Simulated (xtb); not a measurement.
AlI₃, charge +1, doublet, from a rough starting geometry (GFN-xTB shapes and energies of metal compounds can be far from the true ones) (a state made from the parent by changing its charge; the spin is typed, not shown lowest); GFN2-xTB in xtb 6.7.1.

Input for xtb:
```
$ xtb mol.xyz --gfn 2 --chrg 1 --uhf 1 --opt vtight --json

# file mol.xyz
4

Al     0.03473692    -0.04096410    -0.00139723
I     -2.07336843    -1.45906235    -0.06485609
I      0.02408004     2.25772516    -1.19588979
I      2.05859072    -0.77331501     1.20583626
```

### Question
Write the output that xtb gives for this input, abridged.

### Answer

```
   ID    Z sym.   atoms
    1   13 Al     1
    2   53 I      2-4

           -------------------------------------------------
          |                Calculation Setup                |
           -------------------------------------------------

           -------------------------------------------------
          |                 G F N 2 - x T B                 |
           -------------------------------------------------

          ...................................................
          :                      SETUP                      :
          :.................................................:
          :  # basis functions                  40          :
          :  # atomic orbitals                  36          :
          :  # shells                           12          :
          :  # electrons                        23          :
          :  max. iterations                   250          :
          :  Hamiltonian                  GFN2-xTB          :
          :  restarted?                      false          :
          :  GBSA solvation                  false          :
          :  PC potential                    false          :
          :  electronic temp.          300.0000000     K    :
          :  accuracy                    1.0000000          :
          :  -> integral cutoff          0.2500000E+02      :
          :  -> integral neglect         0.1000000E-07      :
          :  -> SCF convergence          0.1000000E-05 Eh   :
          :  -> wf. convergence          0.1000000E-03 e    :
          :  Broyden damping             0.4000000          :
          :  net charge                          1          :
          :  unpaired electrons                  1          :
          ...................................................

 iter      E             dE          RMSdq      gap      omega  full diag
   1    -12.0730112 -0.120730E+02  0.197E+01    4.76       0.0  T
   2    -12.1239560 -0.509448E-01  0.188E+01    3.29       1.0  T
   3    -12.1706781 -0.467221E-01  0.720E+00    4.26       1.0  T
   4    -12.1032690  0.674091E-01  0.783E+00    3.40       1.0  T
   5    -12.1572866 -0.540177E-01  0.639E+00    3.50       1.0  T
   6    -12.1714068 -0.141201E-01  0.505E+00    3.71       1.0  T
   7    -12.1863208 -0.149140E-01  0.260E+00    4.00       1.0  T
   8    -12.1869982 -0.677392E-03  0.161E+00    3.93       1.0  T
   9    -12.1891693 -0.217112E-02  0.973E-01    3.90       1.0  T
  10    -12.1898955 -0.726210E-03  0.785E-01    4.00       1.0  T
  11    -12.1898683  0.271831E-04  0.550E-01    4.01       1.0  T
  12    -12.1901009 -0.232547E-03  0.299E-01    3.97       1.0  T
  13    -12.1902382 -0.137309E-03  0.186E-01    3.98       1.0  T
  14    -12.1902722 -0.340497E-04  0.982E-02    3.98       1.0  T
  15    -12.1902760 -0.373961E-05  0.819E-02    3.97       1.0  T
  16    -12.1902777 -0.172752E-05  0.332E-02    3.97       1.5  T
  17    -12.1902778 -0.116668E-06  0.301E-02    3.97       1.7  T
  18    -12.1902785 -0.726173E-06  0.775E-03    3.97       6.4  T
  19    -12.1902786 -0.675086E-07  0.548E-03    3.97       9.1  T
  20    -12.1902786  0.181123E-07  0.573E-03    3.97       8.7  T
  21    -12.1902786 -0.232674E-07  0.450E-03    3.97      11.1  T
  22    -12.1902786 -0.137895E-07  0.929E-04    3.97      53.8  T
  23    -12.1902786 -0.637318E-09  0.246E-04    3.97     203.3  T

   *** convergence criteria satisfied after 23 iterations ***

         :::::::::::::::::::::::::::::::::::::::::::::::::::::
         ::                     SUMMARY                     ::
         :::::::::::::::::::::::::::::::::::::::::::::::::::::
         :: total energy             -12.152702834635 Eh    ::
         :: gradient norm              0.032415744016 Eh/a0 ::
         :: HOMO-LUMO gap              3.971531789892 eV    ::
         ::.................................................::
         :: SCC energy               -12.190276385902 Eh    ::
         :: -> isotropic ES            0.128195024812 Eh    ::
         :: -> anisotropic ES          0.002823328007 Eh    ::
         :: -> anisotropic XC         -0.005978805254 Eh    ::
         :: -> dispersion             -0.004863385687 Eh    ::
         :: repulsion energy           0.037573551267 Eh    ::
         :: add. restraining           0.000000000000 Eh    ::
         :: total charge               1.000000000016 e     ::
         :::::::::::::::::::::::::::::::::::::::::::::::::::::

      -----------------------------------------------------------
     |                   =====================                   |
     |                        A N C O P T                        |
     |                   =====================                   |
     |               Approximate Normal Coordinate               |
     |                Rational Function Optimizer                |
      -----------------------------------------------------------
      -----------------------------------------------------------
     |                   =====================                   |
     |                        A N C O P T                        |
     |                   =====================                   |
     |               Approximate Normal Coordinate               |
     |                Rational Function Optimizer                |
      -----------------------------------------------------------

          ...................................................
          :                      SETUP                      :
          :.................................................:
          :   optimization level         verytight          :
          :   max. optcycles                   200          :
          :   ANC micro-cycles                  20          :
          :   degrees of freedom                 6          :
          :.................................................:
          :   RF solver                   davidson          :
[...]
 * total energy  :   -12.1527028 Eh     change       -0.2014389E-10 Eh
 * total energy  :   -12.1388807 Eh     change        0.1382210E-01 Eh
 * total energy  :   -12.1483240 Eh     change       -0.9443242E-02 Eh
 * total energy  :   -12.1290474 Eh     change        0.1927657E-01 Eh
 * total energy  :   -12.1512363 Eh     change       -0.2218885E-01 Eh
 * total energy  :   -12.1321270 Eh     change        0.1910921E-01 Eh
 * total energy  :   -12.1541730 Eh     change       -0.2204600E-01 Eh
 * total energy  :   -12.1543099 Eh     change       -0.1368317E-03 Eh
 * total energy  :   -12.1543437 Eh     change       -0.3387104E-04 Eh
 * total energy  :   -12.1543277 Eh     change        0.1607276E-04 Eh
 * total energy  :   -12.1543528 Eh     change       -0.2515643E-04 Eh
 * total energy  :   -12.1543530 Eh     change       -0.1369940E-06 Eh
 * total energy  :   -12.1543530 Eh     change       -0.5483804E-07 Eh
   *** GEOMETRY OPTIMIZATION CONVERGED AFTER 13 ITERATIONS ***
[...]
          :  Broyden damping             0.4000000          :
          :  net charge                          1          :
          :  unpaired electrons                  1          :
          ...................................................

 iter      E             dE          RMSdq      gap      omega  full diag
   1    -12.1906783 -0.121907E+02  0.420E-05    3.99       0.0  T
   2    -12.1906783  0.144738E-10  0.959E-05    3.99     521.5  T
   3    -12.1906783 -0.146425E-10  0.318E-05    3.99    1570.9  T

   *** convergence criteria satisfied after 3 iterations ***

         :::::::::::::::::::::::::::::::::::::::::::::::::::::
         ::                     SUMMARY                     ::
         :::::::::::::::::::::::::::::::::::::::::::::::::::::
         :: total energy             -12.154353015969 Eh    ::
         :: gradient norm              0.000006698348 Eh/a0 ::
         :: HOMO-LUMO gap              3.985121692997 eV    ::
         ::.................................................::
         :: SCC energy               -12.190676114020 Eh    ::
         :: -> isotropic ES            0.128233422921 Eh    ::
         :: -> anisotropic ES          0.002843121633 Eh    ::
         :: -> anisotropic XC         -0.005938197774 Eh    ::
         :: -> dispersion             -0.004866923662 Eh    ::
         :: repulsion energy           0.036323098051 Eh    ::
         :: add. restraining           0.000000000000 Eh    ::
         :: total charge               1.000000000005 e     ::
         :::::::::::::::::::::::::::::::::::::::::::::::::::::

           -------------------------------------------------
          |                Property Printout                |
           -------------------------------------------------

    * Orbital Energies and Occupations

         #    Occupation            Energy/Eh            Energy/eV
      -------------------------------------------------------------
         1        2.0000           -0.9647612             -26.2525
         2        2.0000           -0.9647602             -26.2525
         3        2.0000           -0.9558327             -26.0095
         4        2.0000           -0.7355596             -20.0156
         5        2.0000           -0.6585679             -17.9205
         6        2.0000           -0.6585635             -17.9204
         7        2.0000           -0.6519840             -17.7414
         8        2.0000           -0.6519821             -17.7413
         9        2.0000           -0.6498841             -17.6842
        10        2.0000           -0.6498810             -17.6842
        11        1.8591           -0.6419336             -17.4679
        12        1.1410           -0.6384996             -17.3745 (HOMO)
        13                         -0.4920490             -13.3893 (LUMO)
        14                         -0.4203092             -11.4372
        15                         -0.3593855              -9.7794
        16                         -0.3593694              -9.7789
        17                         -0.3321382              -9.0379
        18                         -0.3321303              -9.0377
        19                         -0.2652525              -7.2179
        20                         -0.2593119              -7.0562
        21                         -0.2593075              -7.0561
        22                         -0.2237854              -6.0895
        23                         -0.2237823              -6.0894
       ...                                ...                  ...
        36                          1.3620735              37.0639
      -------------------------------------------------------------
                  HL-Gap            0.1464505 Eh            3.9851 eV
             Fermi-level           -0.6027453 Eh          -16.4015 eV

     #   Z          covCN         q      C6AA      α(0)
     1  13 Al       2.482     0.451    94.301    20.000
     2  53 I        0.836     0.183   358.572    32.689
     3  53 I        0.836     0.183   358.571    32.689
     4  53 I        0.836     0.183   358.571    32.689

 Mol. C6AA /au·bohr⁶  :       4399.111624
 Mol. C8AA /au·bohr⁸  :     406560.488999
 Mol. α(0) /au        :        118.068455

Wiberg/Mayer (AO) data.
largest (>0.10) Wiberg bond orders for each atom

 ---------------------------------------------------------------------------
     #   Z sym  total        # sym  WBO       # sym  WBO       # sym  WBO
 ---------------------------------------------------------------------------
     1  13 Al   3.731 --     4 I    1.244     3 I    1.244     2 I    1.244
     2  53 I    1.626 --     1 Al   1.244     3 I    0.191     4 I    0.191
     3  53 I    1.627 --     1 Al   1.244     2 I    0.191     4 I    0.191
     4  53 I    1.627 --     1 Al   1.244     2 I    0.191     3 I    0.191
 ---------------------------------------------------------------------------

Topologies differ in total number of bonds
Writing topology from bond orders to xtbtopo.mol

molecular dipole:
                 x           y           z       tot (Debye)
 q only:        0.021      -0.007      -0.027
   full:        0.021      -0.007      -0.027       0.088
molecular quadrupole (traceless):
                xx          xy          yy          xz          yz          zz
 q only:        2.112       1.368       1.310       2.593      -3.461      -3.422
  q+dip:        0.704       0.456       0.436       0.864      -1.154      -1.141
   full:       -0.322      -0.209      -0.200      -0.397       0.529       0.523

optimized geometry written to: xtbopt.xyz

           -------------------------------------------------
          | TOTAL ENERGY              -12.154353015969 Eh   |
          | GRADIENT NORM               0.000006698348 Eh/α |
          | HOMO-LUMO GAP               3.985121692997 eV   |
           -------------------------------------------------

normal termination of xtb
```
